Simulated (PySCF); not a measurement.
SMILES [SH][GaH2] (H3GaS) (B3LYP/def2-SVP optimised geometry):

```
5

Ga     0.322     0.381     0.000
H      1.886     0.381     0.000
H     -0.616     1.635     0.000
S     -0.607    -1.635     0.000
H     -1.886    -1.192     0.002
```

Computed with PySCF with B3LYP/def2-TZVP.

Task: What are the frontier orbital energies and the dipole moment?

Result: HOMO-2 -8.75 eV, HOMO-1 -8.29 eV, HOMO -7.44 eV, LUMO -1.79 eV, LUMO+1 -0.03 eV; dipole moment 1.16 D.

On the same geometry PBE/def2-TZVP in PySCF gives HOMO-2 -7.69 eV, HOMO-1 -7.34 eV, HOMO -6.53 eV, LUMO -2.30 eV, LUMO+1 -0.63 eV; dipole moment 1.08 D.

Meta-Löwdin charges at B3LYP/def2-TZVP: Ga1 0.28, H2 -0.06, H3 -0.07, S4 -0.26, H5 0.10.
